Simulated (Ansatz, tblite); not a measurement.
Cost and result up the ladder for [SiI3]- (SiI₃⁻) (4 atoms). Charge -1, multiplicity 1. Geometry: r2SCAN-D4/def2-SVPD.

Cartesian coordinates in Å:
```
Si 0.397 0.074 0.839
I 1.650 -1.358 -1.005
I -0.034 2.298 -0.532
I -2.013 -1.014 0.697
```

Ansatz on 2 threads of Arm Neoverse V1 on a shared host; xTB runs through tblite on one thread. Times are rough, summed over both states, and most runs start from the orbitals of an earlier one. PBE-QIDH/def2-TZVPD serves as the yardstick here, not as an exact answer. Differences are given only for rows in sets of like size (and for xTB, whose basis is part of the method), since another set adds its own error. The other state is a doublet.

In the def2 sets I takes a core potential; there is no spin–orbit coupling. The xTB rows come from tblite. LC-ωPBE has ω = 0.4 bohr⁻¹. HSE06 is defined as in plane-wave codes, on full-range PBE exchange. Correlated methods freeze 17 core orbitals; core or outer-core shells of I are correlated, in sets that lack core-valence functions. The rows differ in basis, and correlated rows in double-zeta sets carry the largest basis error.

Correlated methods converge slowly with the basis, most of all in double-zeta sets.

Raw xTB energies of ions are shifted by several eV.

| level | functions | wall time |
| --- | --- | --- |
| GFN1-xTB | 36 | 0.01 s |
| GFN2-xTB | 36 | 0.01 s |
| PBE-D4/def2-TZVPD (with forces) | 220 | 18 s |
| LC-ωPBE/def2-TZVPD | 220 | 23 s |
| r2SCAN-D4/def2-TZVPD | 220 | 32 s |
| HSE06-D4/def2-TZVPD | 220 | 33 s |
| PBE0-D4/def2-TZVPD (with forces) | 220 | 37 s |
| PBE-QIDH/def2-TZVPD | 220 | 44 s |
| B97M-V/def2-TZVPD | 220 | 61 s |
| ωB97M-V/def2-TZVPD | 220 | 86 s |
| CCSD(T)/def2-SVPD | 129 | 5.1 min |

(1) Estimate what each level gives for the vertical IE (eV).

Answers

(1) 
```
                           level  vertical IE (eV)  difference from PBE-QIDH/def2-TZVPD (eV)
                        GFN1-xTB              6.49                                      2.49
                        GFN2-xTB              8.20                                      4.20
 PBE-D4/def2-TZVPD (with forces)              3.69                                     -0.31
              LC-ωPBE/def2-TZVPD              3.99                                     -0.02
            r2SCAN-D4/def2-TZVPD              3.74                                     -0.26
             HSE06-D4/def2-TZVPD              3.85                                     -0.15
PBE0-D4/def2-TZVPD (with forces)              3.86                                     -0.15
             PBE-QIDH/def2-TZVPD              4.00                                      0.00
               B97M-V/def2-TZVPD              3.73                                     -0.27
              ωB97M-V/def2-TZVPD              4.05                                      0.05
               CCSD(T)/def2-SVPD              3.82                                         –
```
